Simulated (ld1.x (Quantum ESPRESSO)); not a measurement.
# Pseudopotential generation for samarium (Sm): RRKJ, PBE, scalar-relativistic.

The input file (ld1.x (Quantum ESPRESSO) 7.5):

```
&input
   title='Sm', zed=62., rel=1, dft='PBE', iswitch=3,
   config='[Xe] 4f5 5d0 6s0 6p0',
   nld=4, rlderiv=2.55, eminld=-7.0, emaxld=5.0, deld=0.02
 /
 &inputp
   pseudotype=2, tm=.false., rho0=0.02, lloc=1,
   nlcc=.false.,
   file_pseudopw='Sm.UPF', file_wfcaegen='ae.wfc', file_wfcncgen='nc.wfc', file_beta='beta', file_chi='chi'
 /
4
5S  1  0   2.00   0.00  1.70  1.70  0.0
5D  3  2   0.00   0.00  2.35  2.35  0.0
4F  4  3   5.00   0.00  1.25  1.25  0.0
5P  2  1   6.00   0.00  1.85  1.85  0.0
 &test
   configts(1)='4f5 5s2 5p6 5d0 6s0 6p0'
 /
```

Command:

```bash
ld1.x < Sm.in > Sm.out
```

Resulting log (shortened: banner, matrices, multipoles, cross overlaps and the repeated all-electron block are left out):

```
Program LD1 v.7.5
     --------------------------- All-electron run ----------------------------

     Sm
     scalar relativistic calculation

     atomic number is 62.00
     dft =PBE   lsd =0 sic =0 latt =0  beta=0.20 tr2=1.0E-14
     Exchange-correlation= PBE
                           (   1   4   3   4   0   0   0)
     mesh =1259 r(mesh) =  99.27220 a.u. xmin = -7.00 dx = 0.01250
     1 Ry =  13.60569312 eV, c = 137.03599908

     n l     nl                  e(Ry)          e(Ha)          e(eV)
     1 0     1S 1( 2.00)     -3433.2032     -1716.6016    -46711.1087
     2 0     2S 1( 2.00)      -562.9510      -281.4755     -7659.3389
     2 1     2P 1( 6.00)      -502.3841      -251.1920     -6835.2834
     3 0     3S 1( 2.00)      -125.1927       -62.5964     -1703.3337
     3 1     3P 1( 6.00)      -106.2628       -53.1314     -1445.7784
     4 0     4S 1( 2.00)       -26.7323       -13.3661      -363.7109
     4 1     4P 1( 6.00)       -20.5020       -10.2510      -278.9442
     3 2     3D 1(10.00)       -80.6459       -40.3230     -1097.2440
     5 0     5S 1( 2.00)        -5.2244        -2.6122       -71.0811
     5 1     5P 1( 6.00)        -3.6748        -1.8374       -49.9976
     4 2     4D 1(10.00)       -11.7604        -5.8802      -160.0081
     4 3     4F 1( 5.00)        -2.3829        -1.1914       -32.4209
     5 2     5D 1( 0.00)        -1.7969        -0.8985       -24.4486
     6 0     6S 1( 0.00)        -1.6128        -0.8064       -21.9433
     6 1     6P 1( 0.00)        -1.2367        -0.6183       -16.8257

     final scf error:  4.7E-15 reached in  28 iterations

     Etot =  -20851.428368 Ry,  -10425.714184 Ha, -283698.135556 eV

     Ekin =   22291.086773 Ry,   11145.543387 Ha,  303285.686018 eV
     Encl =  -50629.576316 Ry,  -25314.788158 Ha, -688850.478304 eV
     Eh   =    7955.630555 Ry,    3977.815278 Ha,  108241.867931 eV
     Exc  =    -468.569381 Ry,    -234.284690 Ha,   -6375.211202 eV

     normalization and overlap integrals

     s(1S/1S) =  1.000000  <r> =   0.0227  <r2> =    0.0007  r(max) =   0.0144
     s(2S/2S) =  1.000000  <r> =   0.0970  <r2> =    0.0111  r(max) =   0.0819
     s(2P/2P) =  1.000000  <r> =   0.0855  <r2> =    0.0089  r(max) =   0.0662
     s(3S/3S) =  1.000000  <r> =   0.2549  <r2> =    0.0742  r(max) =   0.2341
     s(3P/3P) =  1.000000  <r> =   0.2533  <r2> =    0.0744  r(max) =   0.2283
     s(4S/4S) =  1.000000  <r> =   0.5784  <r2> =    0.3774  r(max) =   0.5408
     s(4P/4P) =  1.000000  <r> =   0.6120  <r2> =    0.4258  r(max) =   0.5615
     s(3D/3D) =  1.000000  <r> =   0.2310  <r2> =    0.0628  r(max) =   0.1869
     s(5S/5S) =  1.000000  <r> =   1.3766  <r2> =    2.1254  r(max) =   1.2497
     s(5P/5P) =  1.000000  <r> =   1.5830  <r2> =    2.8268  r(max) =   1.3985
     s(4D/4D) =  1.000000  <r> =   0.6676  <r2> =    0.5168  r(max) =   0.5830
     s(4F/4F) =  1.000000  <r> =   0.9057  <r2> =    1.0564  r(max) =   0.6052
     s(5D/5D) =  1.000000  <r> =   2.2091  <r2> =    5.5883  r(max) =   1.8411
     s(6S/6S) =  1.000000  <r> =   3.1834  <r2> =   11.2611  r(max) =   2.9605
     s(6P/6P) =  1.000000  <r> =   3.7258  <r2> =   15.4653  r(max) =   3.4829

     ------------------------ End of All-electron run ------------------------

     --------------------- Generating NC pseudopotential ---------------------

      Generating local pot.: lloc=1, matching radius rcloc =   1.8500

      Wfc   5S  rcut= 1.687  Estimated cut-off energy=       17.90 Ry
      Using 4 Bessel functions for this wfc, rho(0) = 0.020
      This function has    0 nodes for 0 < r <    1.687

      Wfc   5D  rcut= 2.335  Estimated cut-off energy=       42.77 Ry
      This function has    0 nodes for 0 < r <    2.335

      Wfc   4F  rcut= 1.250  Estimated cut-off energy=      189.95 Ry
      This function has    0 nodes for 0 < r <    1.250

     ------------------- End of pseudopotential generation -------------------

     Computing logarithmic derivative in   2.56417

       Warning: n=2, l=0 expected 1 nodes, found 2
       Setting wfc to zero for this iteration
       (This warning will only be printed once per wavefunction)

     Computing logarithmic derivative in   2.56417
     Computing the partial wave expansion
     R is outside the sphere for l=    0 j= 0.00
       no projector for channel:   1
     R is outside the sphere for l=    2 j= 0.00
     R is outside the sphere for l=    3 j= 0.00

     ---------------------- Testing the pseudopotential ----------------------

     Sm
     scalar relativistic calculation

     atomic number is 62.00   valence charge is 16.00
     dft =PBE   lsd =0 sic =0 latt =0  beta=0.20 tr2=1.0E-14
     mesh =1259 r(mesh) =  99.27220 xmin = -7.00 dx = 0.01250

     n l     nl             e AE (Ry)        e PS (Ry)    De AE-PS (Ry)
     4 3     4F   1( 5.00)       -2.38289       -2.38289        0.00000
     1 0     5S   1( 2.00)       -5.22437       -5.22437        0.00000
     2 1     5P   1( 6.00)       -3.67476       -3.67477        0.00001
     3 2     5D   1( 0.00)       -1.79694       -1.79694        0.00000
     2 0     6S   1( 0.00)       -1.61280       -2.09050        0.47769  !
     3 1     6P   1( 0.00)       -1.23667       -1.24474        0.00808  !

     eps = 9.8E-15  iter = 23

     Etot =  -20851.428368 Ry,  -10425.714184 Ha, -283698.135556 eV
     Etotps =  -155.234279 Ry,     -77.617140 Ha,   -2112.069969 eV

     Ekin =     140.278519 Ry,      70.139259 Ha,    1908.586480 eV
     Encl =    -288.970323 Ry,    -144.485162 Ha,   -3931.641543 eV
     Ehrt =     115.729623 Ry,      57.864811 Ha,    1574.581732 eV
     Ecxc =     -16.363371 Ry,      -8.181685 Ha,    -222.635001 eV
     Epseu=    -105.908727 Ry,     -52.954363 Ha,   -1440.961637 eV

     ---------------------- End of pseudopotential test ----------------------
```

Note: ghost state, extra bound levels that the all-electron valence spectrum of the same l lacks: s at -28.4 eV. A true bound ghost makes a file unfit for plane-wave use.

Generation and configuration tests took about 2.7 s on one core of a shared server CPU.

Transferability test of the new file with ld1.x, input:

```
&input
   title='Sm', zed=62., rel=1, dft='PBE', iswitch=2,
   config='[Xe] 4f5 5d0 6s0 6p0'
 /
 &test
   file_pseudo='Sm.UPF', nconf=8,
   configts(1)='4f5 5s2 5p6 5d0 6s0 6p0',
   configts(2)='4f6 5s2 5p6 5d0 6s2 6p0',
   configts(3)='4f6 5s2 5p6 5d0 6s1 6p0',
   configts(4)='4f6 5s2 5p6 5d0 6s0 6p0',
   configts(5)='4f6 5s2 5p6 5d1 6s0 6p0',
   configts(6)='4f5 5s2 5p6 5d0 6s2 6p0',
   configts(7)='4f5 5s2 5p6 5d1 6s2 6p0',
   configts(8)='4f6 5s2 5p6 5d0 6s1 6p1'
 /
```

```bash
ld1.x < Sm.test.in > Sm.test.out
```

Pseudopotential blocks of its output, shortened (energy terms left out; the distinct warnings before each block abridged to one line each):

```
     Warning: n=2, l=0 expected 1 nodes, found 2
     ---------------------- Testing the pseudopotential ----------------------

     n l     nl             e AE (Ry)        e PS (Ry)    De AE-PS (Ry)
     4 3     4F   1( 5.00)       -2.38289       -2.38289        0.00000
     1 0     5S   1( 2.00)       -5.22437       -5.22437        0.00000
     2 1     5P   1( 6.00)       -3.67476       -3.67477        0.00001
     3 2     5D   1( 0.00)       -1.79694       -1.79694        0.00000
     2 0     6S   1( 0.00)       -1.61280       -2.09050        0.47769  !
     3 1     6P   1( 0.00)       -1.23667       -1.24474        0.00808  !

     eps = 8.6E-15  iter = 34

     Etot =  -20851.428368 Ry,  -10425.714184 Ha, -283698.135557 eV
     Etotps =  -155.234280 Ry,     -77.617140 Ha,   -2112.069975 eV

     ---------------------- End of pseudopotential test ----------------------

          Warning: n=3, l=1 expected 1 nodes, found 0
     ---------------------- Testing the pseudopotential ----------------------

     n l     nl             e AE (Ry)        e PS (Ry)    De AE-PS (Ry)
     4 3     4F   1( 6.00)       -0.18154       -0.06027       -0.12127  !
     1 0     5S   1( 2.00)       -3.18018       -3.08394       -0.09624  !
     2 1     5P   1( 6.00)       -1.70739       -1.62169       -0.08570  !
     3 2     5D   1( 0.00)       -0.12361       -0.07912       -0.04450  !
     2 0     6S   1( 2.00)       -0.26329       -0.27284        0.00956  !
     3 1     6P   1( 0.00)       -0.08879       -0.08879        0.00000

     eps = 3.6E-15  iter = 22

     Etot =  -20854.432852 Ry,  -10427.216426 Ha, -283739.013644 eV
     Etotps =  -158.338396 Ry,     -79.169198 Ha,   -2154.303632 eV
     dEtot_ae =      -3.004484 Ry
     dEtot_ps =      -3.104117 Ry,   Delta E=       0.099633 Ry

     ---------------------- End of pseudopotential test ----------------------

          ---------------------- Testing the pseudopotential ----------------------

     n l     nl             e AE (Ry)        e PS (Ry)    De AE-PS (Ry)
     4 3     4F   1( 6.00)       -0.62951       -0.53378       -0.09573  !
     1 0     5S   1( 2.00)       -3.63292       -3.55953       -0.07339  !
     2 1     5P   1( 6.00)       -2.15899       -2.09487       -0.06412  !
     3 2     5D   1( 0.00)       -0.52929       -0.49330       -0.03599  !
     2 0     6S   1( 1.00)       -0.61881       -0.65986        0.04105  !
     3 1     6P   1( 0.00)       -0.39011       -0.39011        0.00000

     eps = 2.9E-15  iter = 25

     Etot =  -20853.995804 Ry,  -10426.997902 Ha, -283733.067302 eV
     Etotps =  -157.878555 Ry,     -78.939278 Ha,   -2148.047175 eV
     dEtot_ae =      -2.567436 Ry
     dEtot_ps =      -2.644275 Ry,   Delta E=       0.076840 Ry

     ---------------------- End of pseudopotential test ----------------------

          ---------------------- Testing the pseudopotential ----------------------

     n l     nl             e AE (Ry)        e PS (Ry)    De AE-PS (Ry)
     4 3     4F   1( 6.00)       -1.15469       -1.15645        0.00176
     1 0     5S   1( 2.00)       -4.16337       -4.16298       -0.00039
     2 1     5P   1( 6.00)       -2.68503       -2.68546        0.00042
     3 2     5D   1( 0.00)       -1.00111       -1.00595        0.00483
     2 0     6S   1( 0.00)       -1.01278       -1.14407        0.13129  !
     3 1     6P   1( 0.00)       -0.72086       -0.21626       -0.50461  !

     eps = 6.9E-15  iter = 29

     Etot =  -20853.180749 Ry,  -10426.590375 Ha, -283721.977913 eV
     Etotps =  -156.986527 Ry,     -78.493264 Ha,   -2135.910512 eV
     dEtot_ae =      -1.752381 Ry
     dEtot_ps =      -1.752247 Ry,   Delta E=      -0.000134 Ry

     ---------------------- End of pseudopotential test ----------------------

          ---------------------- Testing the pseudopotential ----------------------

     n l     nl             e AE (Ry)        e PS (Ry)    De AE-PS (Ry)
     4 3     4F   1( 6.00)       -0.50218       -0.50422        0.00205
     1 0     5S   1( 2.00)       -3.49816       -3.49549       -0.00268
     2 1     5P   1( 6.00)       -2.03249       -2.03053       -0.00197
     3 2     5D   1( 1.00)       -0.44386       -0.44548        0.00163
     2 0     6S   1( 0.00)       -0.56043       -0.63305        0.07261  !
     3 1     6P   1( 0.00)       -0.34764       -0.34764        0.00000

     eps = 7.2E-15  iter = 25

     Etot =  -20853.892443 Ry,  -10426.946222 Ha, -283731.661004 eV
     Etotps =  -157.701563 Ry,     -78.850781 Ha,   -2145.639065 eV
     dEtot_ae =      -2.464075 Ry
     dEtot_ps =      -2.467283 Ry,   Delta E=       0.003208 Ry

     ---------------------- End of pseudopotential test ----------------------

          ---------------------- Testing the pseudopotential ----------------------

     n l     nl             e AE (Ry)        e PS (Ry)    De AE-PS (Ry)
     4 3     4F   1( 5.00)       -1.21178       -0.81452       -0.39726  !
     1 0     5S   1( 2.00)       -4.05927       -3.78693       -0.27234  !
     2 1     5P   1( 6.00)       -2.52293       -2.28816       -0.23477  !
     3 2     5D   1( 0.00)       -0.73509       -0.59378       -0.14131  !
     2 0     6S   1( 2.00)       -0.73131       -0.76700        0.03569  !
     3 1     6P   1( 0.00)       -0.46341       -0.13902       -0.32439  !

     eps = 9.3E-16  iter = 20

     Etot =  -20853.758828 Ry,  -10426.879414 Ha, -283729.843073 eV
     Etotps =  -157.907961 Ry,     -78.953981 Ha,   -2148.447265 eV
     dEtot_ae =      -2.330459 Ry
     dEtot_ps =      -2.673682 Ry,   Delta E=       0.343222 Ry

     ---------------------- End of pseudopotential test ----------------------

          Warning: n=3, l=2 expected 0 nodes, found 1
     Warning: n=4, l=3 expected 0 nodes, found 1
     ---------------------- Testing the pseudopotential ----------------------

     n l     nl             e AE (Ry)        e PS (Ry)    De AE-PS (Ry)
     4 3     4F   1( 5.00)       -0.58511       -0.30884       -0.27627  !
     1 0     5S   1( 2.00)       -3.43358       -3.24266       -0.19092  !
     2 1     5P   1( 6.00)       -1.91070       -1.74545       -0.16526  !
     3 2     5D   1( 1.00)       -0.20144       -0.11276       -0.08869  !
     2 0     6S   1( 2.00)       -0.29360       -0.32458        0.03098  !
     3 1     6P   1( 0.00)       -0.09822       -0.09822        0.00000

     eps = 7.8E-15  iter = 58

     Etot =  -20854.215959 Ry,  -10427.107979 Ha, -283736.062657 eV
     Etotps =  -158.249210 Ry,     -79.124605 Ha,   -2153.090184 eV
     dEtot_ae =      -2.787590 Ry
     dEtot_ps =      -3.014930 Ry,   Delta E=       0.227339 Ry

     ---------------------- End of pseudopotential test ----------------------

          BEWARE! Errors in PS-KS equations
     ---------------------- Testing the pseudopotential ----------------------

     n l     nl             e AE (Ry)        e PS (Ry)    De AE-PS (Ry)
     4 3     4F   1( 6.00)       -0.27499       -0.53378        0.25880  !
     1 0     5S   1( 2.00)       -3.27718       -3.55953        0.28236  !
     2 1     5P   1( 6.00)       -1.80331       -2.09487        0.29156  !
     3 2     5D   1( 0.00)       -0.19437       -0.25268        0.05831  !
     2 0     6S   1( 1.00)       -0.31544       -0.65986        0.34441  !
     3 1     6P   1( 1.00)       -0.13114       -0.13114        0.00000

     eps = 9.4E-15  iter = 35

     Etot =  -20854.253460 Ry,  -10427.126730 Ha, -283736.572888 eV
     Etotps =  -158.009697 Ry,     -79.004849 Ha,   -2149.831454 eV
     dEtot_ae =      -2.825092 Ry
     dEtot_ps =      -2.775418 Ry,   Delta E=      -0.049674 Ry

     ---------------------- End of pseudopotential test ----------------------
```
